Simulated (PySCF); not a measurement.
Si(H)2(OH)(SiH3) (H6OSi2), SMILES O[SiH2][SiH3]. Geometry: PBE0-D3(BJ)/def2-SVP. The values are those of a single conformer.

Computed equilibrium geometry at PBE0-D3(BJ)/def2-SVP (PySCF confirms it by a frequency run) as bond lengths and angles (one conformer of several):
Atoms: Si1 O2 Si3 H4 H5 H6 H7 H8 H9. Bond lengths (Å): Si1–O2 1.673, Si1–Si3 2.351, Si1–H4 1.500, Si1–H5 1.490, O2–H6 0.961, Si3–H7 1.498, Si3–H8 1.496, Si3–H9 1.497. Bond angles (°): O2–Si1–Si3 111.2, O2–Si1–H4 112.0, O2–Si1–H5 106.0, Si3–Si1–H4 108.6, Si3–Si1–H5 110.5, H4–Si1–H5 108.5, Si1–O2–H6 116.4, Si1–Si3–H7 109.9, Si1–Si3–H8 110.9, Si1–Si3–H9 110.7, H7–Si3–H8 108.1, H7–Si3–H9 108.3, H8–Si3–H9 108.9.
